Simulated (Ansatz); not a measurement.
Job for Ansatz (an electronic-structure program): R-CCSD(T)/def2-QZVPP on FHOTe (SMILES O[Te]F), a point of a torsion scan. Elements past Kr take the def2 small-core potentials; no spin–orbit coupling. Files ending in .json are basis or fitting sets from the Basis Set Exchange. The run froze 11 orbitals, filled d shells among them.

Ansatz 0.2 input:
```yaml
crystal:
  periodic: [false, false, false]
  atoms:
    - {symbol: O, position_ang: [-1.13152744, 0.24173342, 0.19881263]}
    - {symbol: Te, position_ang: [0.69043221, 0.92975060, -0.02358496]}
    - {symbol: F, position_ang: [0.69082828, 0.42573475, -1.94243580]}
    - {symbol: H, position_ang: [-1.24553670, -0.48120140, -0.42264626]}
basis:
  gaussian:
    orbitals: def2-QZVPP.json
magnetization: {spin_polarized: false}
correlation: {method: ccsd_t, electrons: outside_noble_gas}
scf: {lower_state_search: off}
```

Output:

```
WARN ansatz: RAYON_NUM_THREADS=1 ignored (pool sized by the plan → 1); use --threads N
Functional definition: HF
these checks for a lower state are left out or cut short: stability, starts, cluster_reference, orbital_swaps, neighbouring_geometries, increment
integrals: 1.17 GiB planned
1421 factors; integrals over basis functions are off by at most 8.1e-4 eV
mean field: 0.71 GiB planned
mean field evaluation 1: about -12022.7474 eV, gradient 4.3e1 eV
mean field evaluation 2: about -12022.8469 eV, gradient 4.3e1 eV
mean field evaluation 4: about -12026.1164 eV, gradient 2.6e0 eV
mean field evaluation 8: about -12026.1478 eV, gradient 3.2e-1 eV
mean field -12026.14813927 eV, -441.9527925022 hartree, gradient 1.9e-6 eV, S^2 0.000000; 0 other end points of the search recorded, 0 dependent functions left out
11 core orbitals not correlated
reference -12026.14813927 eV, -441.9527925022 hartree; 10, 10 occupied and 205, 205 virtual orbitals, 1421 factors
second order -18.85905968 eV of doubles, -0.00000000 eV of singles
coupled cluster: 1.58 GiB planned
cycle   1  -18.36141939 eV  change    5.0e-1 eV  update   1.1e-1
cycle   2  -18.82335729 eV  change   -4.6e-1 eV  update   4.2e-2
cycle   3  -18.95651367 eV  change   -1.3e-1 eV  update   2.0e-2
cycle   4  -18.94163963 eV  change    1.5e-2 eV  update   5.9e-3
cycle   5  -18.93665253 eV  change    5.0e-3 eV  update   3.1e-3
cycle   6  -18.93923546 eV  change   -2.6e-3 eV  update   1.7e-3
cycle   7  -18.93943908 eV  change   -2.0e-4 eV  update   9.8e-4
cycle   8  -18.93879573 eV  change    6.4e-4 eV  update   5.9e-4
cycle   9  -18.93911488 eV  change   -3.2e-4 eV  update   3.1e-4
cycle  10  -18.93920081 eV  change   -8.6e-5 eV  update   1.4e-4
cycle  11  -18.93907585 eV  change    1.2e-4 eV  update   6.0e-5
cycle  12  -18.93917179 eV  change   -9.6e-5 eV  update   2.7e-5
cycle  13  -18.93915555 eV  change    1.6e-5 eV  update   1.3e-5
perturbative correction -0.77488020 eV, -0.0284763222 hartree
Total energy: -12045.86217502 eV, -442.6772699533 hartree
Checks for a lower state left out: stability, starts, cluster_reference, orbital_swaps, neighbouring_geometries, increment
```

Self-consistency was reached.

Cost: around 6 core-minutes (rough).
